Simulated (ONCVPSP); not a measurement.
# Which setting gave this result? (tantalum (Ta), ONCV)

Base potential:

- Element: tantalum (Ta)
- Generator: ONCVPSP 4.0.1
- Type: optimised norm-conserving Vanderbilt (ONCV)
- Functional: PBE
- Relativity: scalar-relativistic
- Frozen core: [Kr] 4d10 4f14 5s2
- Valence charge: 11
- Reference configuration: 5p6 5d3 6s1.75 6p0.25
- Partial waves: 6s: rc 3.00 bohr, ncon 3, nbas 7, qcut 2.5 1/bohr, 2 projectors, debl 1.5 Ha; 5p+6p: rc 2.55 bohr, ncon 3, nbas 7, qcut 5.1 1/bohr, 2 projectors; 5d: rc 2.50 bohr, ncon 4, nbas 8, qcut 6.1 1/bohr, 1 projector
- Local potential: polynomial inside 2.40 bohr (lpopt 5, dvloc0 1 Ha)
- Core correction: Teter function, fcfact 1.5, rcfact 1.25

Cutoffs, loose and tight: the cutoffs (Ha) at which the residual kinetic energy of the hardest occupied pseudo-wave falls to 1 and 0.1 mHa per electron. They do not see the model core or the augmentation charge, which bear on the density cutoff. Test errors are all-electron minus pseudo excitation energies from the reference, over the configurations 5p6 5d3 6s2 6p0; 5p6 5d3 6s1 6p0; 5p6 5d3 6s0 6p0; 5p6 5d3 6s0 6p2; variants that change the core or the reference have their own tests.

Only the p radius is moved:

```
p radius (bohr)  cutoff, loose  cutoff, tight  bound ghosts  largest test error (meV)  median size of the test errors
           1.86          12 Ha          14 Ha          none                       -22                         8.0 meV
            2.1          12 Ha          14 Ha          none                       -22                         8.5 meV
           2.32          12 Ha          14 Ha          none                       -23                         9.5 meV
           2.52          12 Ha          14 Ha          none                       -23                        10.8 meV
            3.1          12 Ha          14 Ha          none                       -27                        14.6 meV
            3.4          12 Ha          14 Ha          none                       -36                        15.8 meV
           3.68          12 Ha          14 Ha          none                       -47                        17.2 meV
```

**Question.** One more run gave cutoff, loose: 12 Ha; cutoff, tight: 14 Ha; bound ghosts: none; largest test error (meV): -24; median size of the test errors: 13.6 meV. Which value of the p radius was used?

**Answer.** 2.88 bohr. The median size of the test errors moves one way along this sweep, from 8.0 meV at 1.86 to 17.2 meV at 3.68 bohr, which places the run between 2.52 and 3.1 bohr.
